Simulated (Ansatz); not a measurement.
`B[CH2][GeH2][CH3]` → B• + 2 C• + Ge• + 9 H•  (atomization)

Isolated molecules relaxed with PBE0-D4/def2-TZVP in Ansatz; ΔE leaves out vibrations. CCSD(T)/CBS adds triple-zeta CCSD(T) − MP2 to the extrapolated MP2 energy (def2 sets, frozen cores). This one scheme is used for every species, atoms too. Functionals use def2-TZVPP. B3LYP here is the variant with VWN-RPA as its local correlation; programs differ in this. No spin–orbit coupling; open shells (•) take unrestricted orbitals. Spin–orbit coupling would lower the free atoms: a little for B, C; clearly for Ge. Bonds to Ge are less sure, by a few kJ/mol each and by 10 to 20 or more in all where they break to atoms, as the def2 sets lack core-valence functions. Scalar relativity is left out up to krypton. One conformer a species, not always the lowest.

```
             level  ΔE (eV)
          B3LYP-D4    46.66
              PBE0    46.47
CCSD(T)/def2-TZVPP    45.85
     HF/def2-QZVPP    35.85
    MP2/def2-QZVPP    46.42
      HF/CBS(def2)    35.85
     MP2/CBS(def2)    46.76
    CCSD/CBS(def2)    46.19
```

What does CCSD(T)/CBS give? (An estimate is asked.)

The calculation gave: +46.66 eV. The listed levels differ from it by 0.00, -0.19, -0.81, -10.81, -0.24, -10.81, 0.10, -0.47 eV.

Largest T1 diagnostic among the species: 0.014.

The D4 term adds +0.39 eV with B3LYP and +0.21 eV with PBE0; it sums over pairs of atoms, weighted by their polarisabilities, and B3LYP, whose exchange is more repulsive, gets the larger term. In def2-TZVPP, CCSD(T) changes the Hartree–Fock value by +10.02 eV (the triples alone add +0.47 eV) and MP2 by +10.12 eV; breaking electron pairs costs correlation energy, which Hartree–Fock lacks.

For atomizations the MP2-based limit and the directly extrapolated one differ by several kJ/mol either way, and by 10 to 25 for some Ge, Se and Sn compounds, so smaller differences from it don't rank the levels.
